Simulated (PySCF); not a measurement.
Cl3Ga, triplet, geometry from GFN2-xTB (such geometries of metal compounds can be far from the true shape) (a higher spin typed on purpose: for a closed-shell molecule this is an excited state); HF/STO-3G (PySCF).

PySCF was given this input:
```python
from pyscf import gto, scf

mol = gto.M(
    atom='''
Ga   -0.457680    0.063993    0.535484
Cl   -1.714038   -1.306597   -0.588626
Cl    0.691513    1.640169   -0.816953
Cl    1.857117   -0.450264    0.429109
''',
    basis='sto-3g',
    charge=0,
    spin=2,
    verbose=4,
)

mf = scf.UHF(mol)
mf.kernel()
```

Task: Predict the main parts of the log of this PySCF run.

Result: 
```
PySCF version 2.14.0

[INPUT] verbose = 4
[INPUT] num. atoms = 4
[INPUT] num. electrons = 82
[INPUT] charge = 0
[INPUT] spin (= nelec alpha-beta = 2S) = 2
[INPUT] symmetry False subgroup None
[INPUT] Mole.unit = angstrom
[INPUT] Symbol           X                Y                Z      unit          X                Y                Z       unit  Magmom
[INPUT]  1 Ga    -0.457680000000   0.063993000000   0.535484000000 AA   -0.864889852691   0.120929243889   1.011918104087 Bohr   0.0
[INPUT]  2 Cl    -1.714038000000  -1.306597000000  -0.588626000000 AA   -3.239062387097  -2.469110485178  -1.112341929798 Bohr   0.0
[INPUT]  3 Cl     0.691513000000   1.640169000000  -0.816953000000 AA    1.306770181576   3.099470208002  -1.543817426642 Bohr   0.0
[INPUT]  4 Cl     1.857117000000  -0.450264000000   0.429109000000 AA    3.509442511274  -0.850875643751   0.810898487586 Bohr   0.0

nuclear repulsion = 500.27360756462
number of shells = 23
number of NR pGTOs = 135
number of NR cGTOs = 45
basis = sto-3g
ecp = {}

******** <class 'pyscf.scf.uhf.UHF'> ********
method = UHF
initial guess = minao
damping factor = 0
level_shift factor = 0
DIIS = <class 'pyscf.scf.diis.CDIIS'>
diis_start_cycle = 1
diis_space = 8
diis_damp = 0
SCF conv_tol = 1e-09
SCF conv_tol_grad = None
SCF max_cycles = 50
direct_scf = True
direct_scf_tol = 1e-13
number electrons alpha = 42  beta = 40
Set gradient conv threshold to 3.16228e-05
init E= -3261.20200786009

cycle= 1 E= -3264.60124170296  delta_E= -3.4  |g|= 0.214  |ddm|= 1.96
cycle= 2 E= -3264.65090532384  delta_E= -0.0497  |g|= 0.0597  |ddm|= 0.517
cycle= 3 E= -3264.66134552903  delta_E= -0.0104  |g|= 0.0347  |ddm|= 0.248
cycle= 4 E= -3264.66657427735  delta_E= -0.00523  |g|= 0.0215  |ddm|= 0.218
cycle= 5 E= -3264.66840907809  delta_E= -0.00183  |g|= 0.0234  |ddm|= 0.0736
cycle= 6 E= -3264.66189678854  delta_E= 0.00651  |g|= 0.0208  |ddm|= 0.306
cycle= 7 E= -3264.66031439715  delta_E= 0.00158  |g|= 0.0213  |ddm|= 0.0977
cycle= 8 E= -3264.66259682656  delta_E= -0.00228  |g|= 0.0206  |ddm|= 0.137
cycle= 9 E= -3264.66484608292  delta_E= -0.00225  |g|= 0.0299  |ddm|= 0.164
cycle= 10 E= -3264.6504792428  delta_E= 0.0144  |g|= 0.0767  |ddm|= 0.698
cycle= 11 E= -3264.65272544333  delta_E= -0.00225  |g|= 0.0498  |ddm|= 0.105
cycle= 12 E= -3264.64884875346  delta_E= 0.00388  |g|= 0.07  |ddm|= 0.0903
cycle= 13 E= -3264.65741874551  delta_E= -0.00857  |g|= 0.0383  |ddm|= 0.265
cycle= 14 E= -3264.66067019289  delta_E= -0.00325  |g|= 0.0291  |ddm|= 0.182
cycle= 15 E= -3264.6601740874  delta_E= 0.000496  |g|= 0.0322  |ddm|= 0.0364
cycle= 16 E= -3264.6616369177  delta_E= -0.00146  |g|= 0.0181  |ddm|= 0.133
cycle= 17 E= -3264.6631792911  delta_E= -0.00154  |g|= 0.0116  |ddm|= 0.165
cycle= 18 E= -3264.66292595808  delta_E= 0.000253  |g|= 0.0157  |ddm|= 0.0204
cycle= 19 E= -3264.66304598049  delta_E= -0.00012  |g|= 0.0164  |ddm|= 0.0279
cycle= 20 E= -3264.6629968211  delta_E= 4.92e-05  |g|= 0.0115  |ddm|= 0.0298
cycle= 21 E= -3264.66294720648  delta_E= 4.96e-05  |g|= 0.00899  |ddm|= 0.0584
cycle= 22 E= -3264.66309002197  delta_E= -0.000143  |g|= 0.00304  |ddm|= 0.0847
cycle= 23 E= -3264.66324530045  delta_E= -0.000155  |g|= 0.0036  |ddm|= 0.0764
cycle= 24 E= -3264.66322019719  delta_E= 2.51e-05  |g|= 0.00294  |ddm|= 0.0129
cycle= 25 E= -3264.66321369473  delta_E= 6.5e-06  |g|= 0.0008  |ddm|= 0.0326
cycle= 26 E= -3264.6632163049  delta_E= -2.61e-06  |g|= 0.000576  |ddm|= 0.0103
cycle= 27 E= -3264.66321767805  delta_E= -1.37e-06  |g|= 0.000309  |ddm|= 0.00704
cycle= 28 E= -3264.66321887117  delta_E= -1.19e-06  |g|= 0.000258  |ddm|= 0.00671
cycle= 29 E= -3264.66321914257  delta_E= -2.71e-07  |g|= 0.000101  |ddm|= 0.00246
cycle= 30 E= -3264.66321925911  delta_E= -1.17e-07  |g|= 6.01e-05  |ddm|= 0.00151
cycle= 31 E= -3264.66321930164  delta_E= -4.25e-08  |g|= 4.69e-05  |ddm|= 0.000906
cycle= 32 E= -3264.66321932373  delta_E= -2.21e-08  |g|= 3.55e-05  |ddm|= 0.000516
cycle= 33 E= -3264.66321934171  delta_E= -1.8e-08  |g|= 3.23e-05  |ddm|= 0.000529
cycle= 34 E= -3264.66321934168  delta_E= 3.14e-11  |g|= 3.24e-05  |ddm|= 1.7e-05
cycle= 35 E= -3264.66321934225  delta_E= -5.68e-10  |g|= 3.3e-05  |ddm|= 5.01e-05
cycle= 36 E= -3264.66321934101  delta_E= 1.24e-09  |g|= 3.02e-05  |ddm|= 0.000132
cycle= 37 E= -3264.66321934324  delta_E= -2.23e-09  |g|= 2.25e-05  |ddm|= 0.000414
cycle= 38 E= -3264.66321934618  delta_E= -2.94e-09  |g|= 1.57e-05  |ddm|= 0.000272
cycle= 39 E= -3264.66321934805  delta_E= -1.87e-09  |g|= 9.04e-06  |ddm|= 0.000222
cycle= 40 E= -3264.66321934866  delta_E= -6.07e-10  |g|= 6.29e-06  |ddm|= 9.47e-05
Extra cycle  E= -3264.66321934881  delta_E= -1.48e-10  |g|= 5.27e-06  |ddm|= 2.08e-05
converged SCF energy = -3264.66321934881  <S^2> = 2.0130308  2S+1 = 3.0086747
```
